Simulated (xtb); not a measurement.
HIMgO, SMILES [OH][Mg][I]. All values are semi-empirical tight-binding results from xtb (GFN2-xTB unless named), good for trends rather than for accurate numbers. The structure is a stationary point at GFN2-xTB. One conformer was computed; it need not be the lowest.

Optimised geometry:

```xyz
4

Mg     0.9422    -1.0898     0.8602
I     -0.3020     0.6398    -0.5518
O      0.4974    -2.2325     2.0414
H      0.7225    -2.9716     2.5903
```
Charge 0, spin multiplicity 1.

For metal compounds this method's bond lengths and energies can be far off.

Computed properties:
| Property | Result |
|---|---|
| orbital gap | 2.96 eV |
| zero-point energy | 7.9 kcal/mol |
| G − E(el) at 298.15 K (modified RRHO) | -10.8 kcal/mol |

Computed atomic charges and the Wiberg bond orders between heavy atoms:
charges (e) Mg1 0.45, I2 -0.14, O3 -0.60, H4 0.29. Bond orders Mg1–I2 1.15, Mg1–O3 1.05.
